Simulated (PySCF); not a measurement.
# Fractional electron number in Mn²⁺ (manganese, charge +2)

The 3d alpha orbital of [Ar] 3d5 is emptied in steps (occupation f), with all orbitals relaxed, ending at [Ar] 3d4. All numbers are calculated (PySCF 2.14, no relativity, point nucleus, in def2-TZVP (6s4p4d1f, 45 functions)). The exact energy is a straight line in f; departures are measured from the line between the end points of the same method.

```csv
f,MN15 (eV)
1,0.000
0.75,-0.916
0.5,-1.231
0.25,-0.929
0,0.000
```

**Question.** For MN15, how does the orbital energy at f = 1 compare with the removal energy?

**Answer.** −ε = 29.099 eV against a total-energy difference of 33.944 eV. By Janak's theorem ε = ∂E/∂f, so the gap between them reflects the curvature. Along the path −ε is 31.471 (f = 0.75), 33.911 (f = 0.5), 36.400 (f = 0.25) eV.

Reference removal energy between the ground levels: 33.668 ± 0.012 eV (measured; NIST Atomic Spectra Database, ionization energies). The calculation has no spin-orbit coupling. The determinant left behind need not be the lowest term of the ion.
